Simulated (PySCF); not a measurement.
**Functional benchmark on one molecule**

Molecule: SMILES CS[Si](C)(SC)SC, C$_{4}$H$_{12}$S$_{3}$Si.

Atom-mapped SMILES (the numbers label the heavy atoms): `[CH3:1][S:2][Si:3]([CH3:4])([S:5][CH3:6])[S:7][CH3:8]`; H(Xn) means a hydrogen on atom n.

Geometry PBE0-D3(BJ)/def2-SVP throughout; GIAO in PySCF 2.14.0 with density-fitted response routines, gas phase, one conformer, non-relativistic; equivalent atoms averaged; basis pcSseg-1.

Reference values (measured; solution; U. Herzog, Habilitationsschrift, TU Bergakademie Freiberg, 2002/2003): δ(Si3) = 34.0 ppm vs TMS. Computed shifts are taken against TMS, calculated as an isolated molecule at each level.

Question: How do the functionals HF, LDA, KT2, B97-D, PBE0, WP04, CAM-B3LYP, wB97X-D, LC-wPBE perform against the reference? Times are CPU seconds on shared hosts with different chips, so compare them loosely; the GGAs took longer than the global hybrids here, which isn't the general rule, and the cause wasn't traced.

Answer: 
| functional | kind | Si3 | abs. error Si | core-s |
| --- | --- | --- | --- | --- |
| HF | Hartree–Fock | 43.7 | 9.7 | 42 |
| LDA | LDA | 62.6 | 28.6 | 47 |
| KT2 | GGA | 52.0 | 18.0 | 68 |
| B97-D | GGA | 54.7 | 20.7 | 60 |
| PBE0 | global hybrid | 53.1 | 19.1 | 35 |
| WP04 | global hybrid | 56.9 | 22.9 | 56 |
| CAM-B3LYP | range-separated hybrid | 56.5 | 22.5 | 47 |
| wB97X-D | range-separated hybrid | 55.2 | 21.2 | 76 |
| LC-wPBE | range-separated hybrid | 51.4 | 17.4 | 93 |

For ²⁹Si the closest is HF (9.7 ppm) and the furthest LDA (28.6 ppm). One molecule is a small sample, and vibrational and solvent effects are absent from the calculation.
